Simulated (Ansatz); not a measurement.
Dissociation curve of SMILES CCO[SiH](C)OCC. The Si1–O15 bond (Si1 also carries C, H, O; O15 carries C) is stretched with both fragments frozen at the PBE0/def2-SVP optimised geometry.

Calculation: restricted B3LYP/def2-SVP (Ansatz, a program for electronic structure).

The batch members p0 to p7 hold the bond at 1.37, 1.47, 1.57, 1.61, 1.66, 1.72, 1.79, 1.86 Å.

Ansatz input:

Ansatz 0.2 input:
```yaml
# input.yaml
basis:
  gaussian: { orbitals: def2-svp }
hamiltonian:
  xc: b3lyp
batch:
  members: [p0.yaml, p1.yaml, p2.yaml, p3.yaml, p4.yaml, p5.yaml, p6.yaml, p7.yaml]

# p4.yaml, one of the 8 members of this batch
crystal:
  periodic: [false, false, false]
  atoms:
    - { symbol: Si, position_ang: [0.0, 0.0, 0.0] }
    - { symbol: C, position_ang: [1.44039636, -0.93940362, -0.70976651] }
    - { symbol: O, position_ang: [-1.36701989, -0.73387202, -0.60298233] }
    - { symbol: C, position_ang: [-2.67857586, -0.25295228, -0.42012562] }
    - { symbol: C, position_ang: [-3.62967696, -1.02058911, -1.30884441] }
    - { symbol: H, position_ang: [0.0, 1.44722743, -0.35419433] }
    - { symbol: H, position_ang: [1.37622112, -2.00937344, -0.45819769] }
    - { symbol: H, position_ang: [2.3941282, -0.54802876, -0.3235127] }
    - { symbol: H, position_ang: [1.45081182, -0.85360951, -1.80717178] }
    - { symbol: H, position_ang: [-2.97863695, -0.35858354, 0.63963022] }
    - { symbol: H, position_ang: [-2.72957208, 0.82839538, -0.6553922] }
    - { symbol: H, position_ang: [-3.59586684, -2.09458729, -1.07172734] }
    - { symbol: H, position_ang: [-4.66290433, -0.6660414, -1.17380153] }
    - { symbol: H, position_ang: [-3.35360607, -0.89766761, -2.36686039] }
    - { symbol: O, position_ang: [0.0, 0.0, 1.66] }
    - { symbol: C, position_ang: [0.07235634, -1.14304737, 2.47861626] }
    - { symbol: C, position_ang: [-0.11634235, -0.74330793, 3.92398793] }
    - { symbol: H, position_ang: [-0.70023599, -1.8796241, 2.18555524] }
    - { symbol: H, position_ang: [1.0521104, -1.64382373, 2.35263123] }
    - { symbol: H, position_ang: [0.6577726, -0.02269802, 4.22742935] }
    - { symbol: H, position_ang: [-0.05459134, -1.62175844, 4.58432641] }
    - { symbol: H, position_ang: [-1.09777102, -0.26680163, 4.06716311] }
total_charge: 0
magnetization:
  spin_polarized: false
```

Lines of the output on each member:

```
Member 3: Total energy: -17378.80019949 eV, -638.6591275574 hartree
Member 2: Total energy: -17378.68027712 eV, -638.6547204916 hartree
Member 0: Total energy: -17376.45532447 eV, -638.5729549898 hartree
Member 1: Total energy: -17377.98840999 eV, -638.6292948436 hartree
Member 4: Total energy: -17378.85929162 eV, -638.6612991530 hartree
Member 5: Total energy: -17378.82729011 eV, -638.6601231194 hartree
Member 6: Total energy: -17378.68705723 eV, -638.6549696562 hartree
Member 7: Total energy: -17378.47111735 eV, -638.6470340118 hartree
```

The restricted form behind RKS-B3LYP keeps the bonding electrons paired and can't separate into open-shell fragments.
